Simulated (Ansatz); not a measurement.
Gas-phase electronic energies from Ansatz, PBE0-D4/def2-TZVP geometries. CCSD(T)/CBS adds triple-zeta CCSD(T) − MP2 to the extrapolated MP2 energy (def2 sets, frozen cores). For Br outer-core shells are correlated without core-valence functions, which leaves a few kJ/mol of doubt a bond. Scalar relativity is left out up to krypton. One conformer a species, not always the lowest.

Consider the formal exchange of groups at the Si–O bond: `BO[SiH](C)Br` + `CC#CS` → `C[SiH](C)Br` + `BOC#CS`.

`BO[SiH](C)Br`:

Z-matrix (Å, degrees):
```
Si
O 1 1.644
Br 1 2.223 2 110.5
C 1 1.846 2 109.0 3 -120.6
H 1 1.478 2 107.2 3 116.3
B 2 1.348 1 139.7 3 -2.6
H 4 1.092 1 110.4 2 -177.7
H 4 1.093 1 110.0 2 -57.8
H 4 1.092 1 110.7 2 62.2
H 6 1.199 2 117.4 1 -179.6
H 6 1.200 2 120.3 1 0.5
```

`CC#CS`:

```xyz
8

C    -1.082   -0.025    1.023
C     0.007    0.112    0.078
C     0.911    0.219   -0.713
S     2.199    0.502   -1.754
H    -1.368    0.953    1.418
H    -0.807   -0.663    1.867
H    -1.963   -0.457    0.541
H     2.104   -0.640   -2.460
```

`C[SiH](C)Br`:

Cartesian coordinates in Å:
```
C 1.431 -0.697 -0.005
Si 0.147 0.644 0.104
C -1.590 -0.023 0.082
Br 0.399 2.005 -1.656
H 1.296 -1.289 -0.913
H 1.351 -1.364 0.858
H 2.437 -0.273 -0.019
H 0.369 1.488 1.306
H -1.768 -0.606 -0.824
H -1.753 -0.672 0.948
H -2.319 0.788 0.118
```

`BOC#CS`:

Cartesian coordinates in Å:
```
B -1.755 -0.047 1.017
O -0.476 -0.516 1.135
C 0.471 -0.306 0.273
C 1.383 -0.143 -0.492
S 2.743 0.005 -1.468
H -2.484 -0.343 1.910
H -2.056 0.606 0.065
H 2.174 0.743 -2.440
```

```csv
species,SCS-MP2/def2-TZVPP energy (Eh)
`BO[SiH](C)Br`,-3003.37338
`CC#CS`,-514.10074
`C[SiH](C)Br`,-2942.03062
`BOC#CS`,-575.37119
```

(1) Work out ΔE.

Largest T1 diagnostic among the species: 0.015.

Answers

(1) ΔE = (-2942.03062) + (-575.37119) − (-3003.37338) − (-514.10074) = 0.07231 Eh = +189.8 kJ/mol. CCSD(T)/CBS gives +186.9 kJ/mol.

In def2-TZVPP, CCSD(T) changes the Hartree–Fock value by −10.4 kJ/mol (the triples alone add −2.2 kJ/mol) and MP2 by −4.8 kJ/mol. From PBE to PBE0 (25 % exact exchange), in def2-TZVPP and without D4, ΔE moves by +8.1 kJ/mol.
